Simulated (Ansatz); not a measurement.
Consider the homolysis of the B–F bond: `FB(F)Cl` → `F[B]Cl`• + F•.

Gas-phase electronic energies from Ansatz, PBE0-D4/def2-TZVP geometries. CCSD(T)/CBS is the MP2 limit (def2-TZVPP, def2-QZVPP) plus CCSD(T) − MP2 in def2-TZVPP, frozen cores. This one scheme is used for every species, atoms too. Functionals use def2-TZVPP. HSE06 is defined as in plane-wave codes. No spin–orbit coupling; open shells (•) take unrestricted orbitals. Spin–orbit coupling would lower the free atoms: a little for F.

```tsv
level	ΔE (kcal/mol)	difference from CCSD(T)/CBS
LDA (SPW92)	193.7	22.1
PBE0-D4	166.4	-5.2
r2SCANh-D4	165.0	-6.6
HSE06-D4	166.5	-5.1
PBE	169.7	-1.9
BHLYP	161.4	-10.2
CAM-B3LYP	169.8	-1.8
RPA@PBE/def2-TZVPP	156.6	-15.0
MP2/def2-SVP	172.8	1.2
SCS-MP2/def2-QZVPP	174.0	2.4
CCSD(T)/CBS	171.6	0
```

Largest T1 diagnostic among the species: 0.015.

In def2-TZVPP, CCSD(T) changes the Hartree–Fock value by +37.7 kcal/mol (the triples alone add +2.2 kcal/mol) and MP2 by +44.8 kcal/mol; breaking electron pairs costs correlation energy, which Hartree–Fock lacks. From BLYP to BHLYP (50 % exact exchange), in def2-TZVPP and without D4, ΔE moves by −5.0 kcal/mol: exact exchange takes away binding that semilocal exchange gives to molecules.

CCSD(T)/CBS has its own doubt, a few kJ/mol and more with outer-core shells, so smaller differences from it don't rank the levels.
